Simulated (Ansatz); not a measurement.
Reaction (ligand exchange at a Ge–S bond): `C[S][Ge][S]C` + HCl → `C[S][Ge][Cl]` + CH₃SH

Calculated with Ansatz (gas phase, PBE0-D4/def2-TZVP geometries, no zero-point term in ΔE). CCSD(T)/CBS is the MP2 limit (def2-TZVPP, def2-QZVPP) plus CCSD(T) − MP2 in def2-TZVPP, frozen cores. This one scheme is used for every species. Functionals use def2-TZVPP. B3LYP here is the variant with VWN-RPA as its local correlation; programs differ in this. HSE06 is defined as in plane-wave codes. For Ge outer-core shells are correlated without core-valence functions, which leaves a few kJ/mol of doubt a bond. Scalar relativity is left out up to krypton. One conformer a species, not always the lowest.

```json
{"level": "LDA (SPW92)", "ΔE (kcal/mol)": "-3.5", "difference from CCSD(T)/CBS": "0.3"}
{"level": "PBE-D4", "ΔE (kcal/mol)": "-4.3", "difference from CCSD(T)/CBS": "-0.5"}
{"level": "BLYP-D4", "ΔE (kcal/mol)": "-5.4", "difference from CCSD(T)/CBS": "-1.6"}
{"level": "r2SCAN-D4", "ΔE (kcal/mol)": "-4.5", "difference from CCSD(T)/CBS": "-0.7"}
{"level": "B97M-V", "ΔE (kcal/mol)": "-5.9", "difference from CCSD(T)/CBS": "-2.1"}
{"level": "PBE0-D4", "ΔE (kcal/mol)": "-4.4", "difference from CCSD(T)/CBS": "-0.6"}
{"level": "r2SCANh-D4", "ΔE (kcal/mol)": "-4.5", "difference from CCSD(T)/CBS": "-0.7"}
{"level": "HSE06-D4", "ΔE (kcal/mol)": "-4.5", "difference from CCSD(T)/CBS": "-0.7"}
{"level": "BHLYP-D4", "ΔE (kcal/mol)": "-6.0", "difference from CCSD(T)/CBS": "-2.2"}
{"level": "CAM-B3LYP-D4", "ΔE (kcal/mol)": "-6.3", "difference from CCSD(T)/CBS": "-2.5"}
{"level": "ωB97X-V", "ΔE (kcal/mol)": "-5.9", "difference from CCSD(T)/CBS": "-2.1"}
{"level": "ωB97M-V", "ΔE (kcal/mol)": "-5.8", "difference from CCSD(T)/CBS": "-2.0"}
{"level": "B2PLYP", "ΔE (kcal/mol)": "-6.0", "difference from CCSD(T)/CBS": "-2.2"}
{"level": "PBE-QIDH", "ΔE (kcal/mol)": "-4.3", "difference from CCSD(T)/CBS": "-0.5"}
{"level": "PBE", "ΔE (kcal/mol)": "-5.5", "difference from CCSD(T)/CBS": "-1.7"}
{"level": "revPBE", "ΔE (kcal/mol)": "-6.3", "difference from CCSD(T)/CBS": "-2.5"}
{"level": "BLYP", "ΔE (kcal/mol)": "-8.0", "difference from CCSD(T)/CBS": "-4.2"}
{"level": "r2SCAN", "ΔE (kcal/mol)": "-4.8", "difference from CCSD(T)/CBS": "-1.0"}
{"level": "PBE0", "ΔE (kcal/mol)": "-5.6", "difference from CCSD(T)/CBS": "-1.8"}
{"level": "B3LYP", "ΔE (kcal/mol)": "-7.7", "difference from CCSD(T)/CBS": "-3.9"}
{"level": "r2SCANh", "ΔE (kcal/mol)": "-4.9", "difference from CCSD(T)/CBS": "-1.1"}
{"level": "r2SCAN0", "ΔE (kcal/mol)": "-5.1", "difference from CCSD(T)/CBS": "-1.3"}
{"level": "HSE06", "ΔE (kcal/mol)": "-5.5", "difference from CCSD(T)/CBS": "-1.7"}
{"level": "BHLYP", "ΔE (kcal/mol)": "-7.9", "difference from CCSD(T)/CBS": "-4.1"}
{"level": "CAM-B3LYP", "ΔE (kcal/mol)": "-7.5", "difference from CCSD(T)/CBS": "-3.7"}
{"level": "LC-ωPBE", "ΔE (kcal/mol)": "-5.7", "difference from CCSD(T)/CBS": "-1.9"}
{"level": "RPA@PBE/def2-TZVPP", "ΔE (kcal/mol)": "-4.4", "difference from CCSD(T)/CBS": "-0.6"}
{"level": "HF/def2-SVP", "ΔE (kcal/mol)": "-9.5", "difference from CCSD(T)/CBS": "-5.7"}
{"level": "MP2/def2-SVP", "ΔE (kcal/mol)": "-3.9", "difference from CCSD(T)/CBS": "-0.1"}
{"level": "CCSD/def2-SVP", "ΔE (kcal/mol)": "-5.6", "difference from CCSD(T)/CBS": "-1.8"}
{"level": "CCSD(T)/def2-SVP", "ΔE (kcal/mol)": "-4.9", "difference from CCSD(T)/CBS": "-1.1"}
{"level": "HF/def2-TZVPP", "ΔE (kcal/mol)": "-9.3", "difference from CCSD(T)/CBS": "-5.5"}
{"level": "MP2/def2-TZVPP", "ΔE (kcal/mol)": "-2.9", "difference from CCSD(T)/CBS": "0.9"}
{"level": "SCS-MP2/def2-TZVPP", "ΔE (kcal/mol)": "-4.4", "difference from CCSD(T)/CBS": "-0.6"}
{"level": "CCSD/def2-TZVPP", "ΔE (kcal/mol)": "-4.8", "difference from CCSD(T)/CBS": "-1.0"}
{"level": "CCSD(T)/def2-TZVPP", "ΔE (kcal/mol)": "-3.9", "difference from CCSD(T)/CBS": "-0.1"}
{"level": "MP2/def2-QZVPP", "ΔE (kcal/mol)": "-2.9", "difference from CCSD(T)/CBS": "0.9"}
{"level": "SCS-MP2/def2-QZVPP", "ΔE (kcal/mol)": "-4.4", "difference from CCSD(T)/CBS": "-0.6"}
{"level": "MP2/CBS(def2)", "ΔE (kcal/mol)": "-2.8", "difference from CCSD(T)/CBS": "1.0"}
{"level": "CCSD/CBS(def2)", "ΔE (kcal/mol)": "-4.7", "difference from CCSD(T)/CBS": "-0.9"}
{"level": "CCSD(T)/CBS", "ΔE (kcal/mol)": "-3.8", "difference from CCSD(T)/CBS": "0"}
```

Largest T1 diagnostic among the species: 0.014.

In def2-TZVPP, CCSD(T) changes the Hartree–Fock value by +5.4 kcal/mol (the triples alone add +0.9 kcal/mol) and MP2 by +6.4 kcal/mol. At CCSD(T), def2-SVP lies −1.1 kcal/mol from the extrapolated value and def2-TZVPP −0.1 kcal/mol. The D4 term adds +2.0 kcal/mol with B3LYP and +1.1 kcal/mol with PBE0; it sums over pairs of atoms, weighted by their polarisabilities, and B3LYP, whose exchange is more repulsive, gets the larger term.
